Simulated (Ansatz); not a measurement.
Total energies of `c1ccc(-c2ccc(-c3ccc(-c4ccc(-c5ccc(-c6ccc(-c7cccnc7)nc6)nc5)nc4)nc3)nc2)nc1` from Ansatz at PBE0-D4/def2-SVP, gas phase (1 Eh = 27.2114 eV = 2625.5 kJ/mol). The reference geometry is relaxed at PBE-D4/def2-SVP.

```csv
state,geometry,energy (Eh)
charge 0 singlet,reference,-1727.70888
charge 1 doublet,reference,-1727.44632
charge -1 doublet,reference,-1727.77177
free C atom (triplet),–,-37.76066
free N atom (quartet),–,-54.47898
free H atom (doublet),–,-0.50029
```

Single mean-field runs in def2-SVP are fitted with def2-universal-jkfit.

(1) Work out the vertical ionisation energy to the doublet.

(2) Work out the vertical electron affinity, to the doublet.

(3) Give the fundamental gap IE − EA, the Mulliken electronegativity (IE + EA)/2 and the hardness (IE − EA)/2.

(4) What is the binding energy per atom against free atoms?

(1) E(charge 1 doublet) − E(charge 0 singlet) = -1727.44632 − (-1727.70888) = 0.26256 Eh = 7.14 eV. For comparison, −ε of the highest occupied level is 6.21 eV at this level, 0.93 eV less.

(2) E(charge 0 singlet) − E(charge -1 doublet) = -1727.70888 − (-1727.77177) = 0.06289 Eh = 1.71 eV. The basis lacks diffuse functions, which makes affinities too small.

(3) From the values in Eh: IE − EA = 0.26256 − 0.06289 = 0.19967 Eh = 5.43 eV; (IE + EA)/2 = 4.43 eV; (IE − EA)/2 = 2.72 eV. The HOMO–LUMO gap of the same run is 3.66 eV, 1.77 eV smaller than the fundamental gap.

(4) Atoms: 35 × (-37.76066) + 7 × (-54.47898) + 23 × (-0.50029) = -1714.48263 Eh. Binding: -1714.48263 − (-1727.70888) = 13.22625 Eh = 359.90 eV, or 5.54 eV for each of 65 atoms (no zero-point energy, no counterpoise term).
